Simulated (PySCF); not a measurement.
## Unknown compound

The spectra below were simulated for a compound C4H14N2Si3.

1H NMR (500 MHz, computed): δ 10.26 (br s, 1H), 8.00 (d, 1H), 4.79 (s, 6H), 4.41 (m, 1H), 3.75 (m, 1H), 2.77 (m, 1H), 1.16 (m, 1H), 0.81 (m, 1H), 0.53 (m, 1H).

13C{1H} NMR (computed): δ 183.1 (CH), 67.5 (CH), 13.2 (CH), -1.5 (CH2).

PySCF 2.14 calculation with GFN2-xTB geometry and PBE0/pcSseg-1 with gauge-including orbitals; equivalent nuclei averaged, no solvent, relativity neglected, one computed conformer.

Scale: TMS for 1H (σref 31.72) and 13C (σref 186.93) (reference shieldings calculated alike).

**Question.** Deduce the structure.

**Answer.** 
- The formula gives 2 degrees of unsaturation (1 ring in the answer).
- 4 carbon signals for 4 carbons: no two carbons are equivalent.
- Carbon types of the structure: 3 × CH, 1 × CH2, leaving 9 H on heteroatoms.
- δC 183.1: C=N carbon.
- δC 67.5: sp3 CH bonded to N; deshielded by the electronegative neighbour.
- δC 13.2, -1.5: three-membered-ring carbon; carbons of three-membered rings are unusually shielded.
- δH 10.26: hydrogen on an imine nitrogen; exchangeable; this is the value without hydrogen bonding to other molecules.
- δH 4.41: hydrogen on an sp3 CH bonded to N; its carbon carries N, hence the downfield position.
- δH 3.75, 2.77: hydrogen on a silicon bonded to 2 C, in a 3-membered ring.
- δH 1.16, 0.81, 0.53: hydrogen on a three-membered-ring carbon; cyclopropane-type protons are shielded by the ring.

Structure: `[SiH2]1[C@H]([C@H](/C=N/[H])N([SiH3])[SiH3])C1`.

This is the structure that produced the data.

The OH or NH signal is concentration- and solvent-dependent in practice; the value given is the gas-phase one. Shifts are as computed. Against solution values, carbons near 30 ppm lie about +3 ppm off and those near 130 ppm about +5 ppm. Of 1309 compounds with measured shifts, 239 miss one by over three times the rms of a fit or turn the order of signals round; such compounds aren't used in these exercises. No couplings were computed; multiplicities are counted from neighbouring protons, with m where these are inequivalent, close in shift, in a saturated or five-membered ring or joined by F or P, and br s for small geminal =CH2 splittings.
